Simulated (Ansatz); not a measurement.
Relaxation of CH$_{9}$BN$_{2}$ (13 atoms, charge 0, multiplicity 1), to a largest force component of 0.03 eV/Å in at most 50 steps.

These are results of Ansatz, RKS B3LYP-D4/6-31G*, not measurements.

```xyz
13
Properties=species:S:1:pos:R:3
B 0.254 -0.282 -0.338
H -0.016 -0.393 0.822
N 1.464 -0.792 -0.807
H 2.180 -1.177 -0.203
H 1.754 -0.723 -1.773
H -0.540 0.166 -1.118
N 0.260 2.243 0.751
H 0.744 2.659 1.547
C -0.643 3.222 0.138
H -1.137 2.757 -0.722
H -1.428 3.624 0.803
H -0.053 4.067 -0.238
H -0.274 1.437 1.128
```

Task: Where does it end, and by what steps?

Result: The run converged. After 23 steps the energy has fallen by 0.404 eV; H12 moved furthest, 1.51 Å. Joined: B1–N7 (2.75 → 1.70 Å).

```
step  energy less start (eV)  largest force component (eV/Å)  accepted
   0                  0.0000                           0.878       yes
   1                 -0.0592                           0.222       yes
   2                 -0.0529                           0.485        no
   3                 -0.0693                           0.104       yes
   4                 -0.0721                           0.076       yes
   5                 -0.0739                           0.085       yes
   6                 -0.0759                           0.096       yes
   7                 -0.0789                           0.136       yes
   8                 -0.0822                           0.136       yes
   9                 -0.0865                           0.282       yes
  10                 -0.0782                           0.632        no
  11                 -0.0929                           0.169       yes
  12                 -0.1078                           0.159       yes
  13                 -0.1277                           0.350       yes
  14                 -0.1588                           0.576       yes
  15                 -0.2186                           0.773       yes
  16                 -0.2474                           1.314       yes
  17                 -0.2843                           0.605       yes
  18                 -0.3194                           0.651       yes
  19                 -0.3866                           0.344       yes
  20                 -0.3986                           0.128       yes
  21                 -0.3976                           0.292        no
  22                 -0.4036                           0.041       yes
  23                 -0.4039                           0.014       yes
```

```xyz
13
Properties=species:S:1:pos:R:3
B 0.116 0.157 0.003
H 0.125 -0.637 0.928
N 1.428 0.344 -0.702
H 2.164 -0.281 -0.393
H 1.377 0.281 -1.712
H -0.864 0.069 -0.716
N -0.164 1.627 0.817
H 0.641 1.765 1.429
C -0.297 2.787 -0.092
H -1.183 2.635 -0.712
H -0.380 3.733 0.454
H 0.589 2.791 -0.729
H -0.987 1.535 1.415
```

Time of the run: 82 s on 1 thread of Arm Neoverse V1, with other jobs on the host, peak memory 0.15 GiB.
